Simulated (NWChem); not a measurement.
CF$_{3}$GeNO; SMILES O=C=[N][Ge]([F])([F])[F]

```xyz
7

O     -0.1142     3.3462    -0.0032
C      0.2359     2.2309    -0.0052
N      0.7046     1.1043    -0.0074
Ge     0.0091    -0.5512     0.0005
F     -1.2204    -0.7275     1.1850
F     -0.6693    -0.9622    -1.5201
F      1.2537    -1.6711     0.3454
```
Atoms are numbered in this order, from 1.

Results from NWChem. Medium grid unless said otherwise, to which SCAN and Minnesota functionals are sensitive. Geometry: optimised at B3LYP/6-31G* (spherical d). Level r2SCAN/def2-SVP: single points from the atomic guess with DIIS by default; each run changes one setting, and all converged runs end within 0.3 mHa of each other.

Question: Which setting needs the most SCF iterations, or fails (DIIS on 3 Fock matrices; no DIIS, 40 % damping; no level shifting; core-Hamiltonian guess; DIIS on 20 Fock matrices; defaults)?

Answer: no DIIS, 40 % damping, which doesn't converge.
| setting | SCF iterations |
|---|---|
| defaults | 10 |
| no level shifting | 10 |
| DIIS on 3 Fock matrices | 10 |
| DIIS on 20 Fock matrices | 9 |
| core-Hamiltonian guess | 21 |
| no DIIS, 40 % damping | not converged in 200 |
